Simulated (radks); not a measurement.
Excited configurations of neutral praseodymium: one electron is placed in a higher orbital outside [Xe] 4f3 6s1. The ground configuration is [Xe] 4f3 6s2. Calculated with a radial shooting solver on a logarithmic mesh with Libxc functionals: scalar-relativistic Kohn-Sham, PBE, spin-polarised, spherical densities, point nucleus; open shells are filled with parallel spins first (spin-orbit coupling, left out, can overturn this in heavy ions). Excitation = E - E(ground); binding = E(ion) - E, where the ion is the core of charge +1; n* = 1/sqrt(2 binding) in atomic units, and the quantum defect is n - n*.

outer orbital  excitation (eV)  binding (eV)     n*  quantum defect  eigenvalue (eV)  <r> (bohr)
5d                       0.905         4.515  1.736           3.264           -1.673       3.542
6d                       3.850         1.570  2.944           3.056           -0.791       11.23
7s                       3.241         2.178  2.499           4.501           -1.349       10.29
7d                       4.418         1.002  3.686           3.314           -0.591       20.48

The Delta-SCF ionisation energy is 5.420 eV (NIST Atomic Spectra Database: 5.470 eV, semi-empirical). Self-interaction in the functional shifts the binding energies and quantum defects, so they are the method's values and not measured ones. Open shells are spherical and high-spin; term and fine-structure splittings are not resolved. Spin-orbit splitting is averaged out at the scalar-relativistic level.
